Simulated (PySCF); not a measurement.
Gas-phase reaction: GeH4 + 2 HF = GeF2 + 6 H

Method: PySCF energies plus ideal-gas RRHO corrections (1 bar). † marks an energy on the PBE0/def2-TZVP geometry and frequencies; other levels use their own. CCSD(T) freezes the core. 6-31G* has spherical d functions here. Open shells (unrestricted): H (multiplicity 2); the rest are closed-shell singlets. B3LYP is the form with VWN-RPA correlation. Ge: all electrons, no relativistic terms. CCSD(T) isn't extrapolated to the basis-set limit.

```
level                ΔH°(298 K), kJ
-------------------  --------------
B3LYP/6-31G*                   1139
B3LYP/def2-TZVP†                ___
CCSD(T)/def2-TZVPP†            1248
PBE/def2-SVP                   1124
PBE0/def2-TZVP                  ___
r2SCAN/def2-TZVP†              1197
ωB97M-V/def2-TZVP†              ___
```

Complete the blanks.


- B3LYP/def2-TZVP†, ΔH°(298 K), kJ: 1212
- PBE0/def2-TZVP, ΔH°(298 K), kJ: 1185
- ωB97M-V/def2-TZVP†, ΔH°(298 K), kJ: 1205
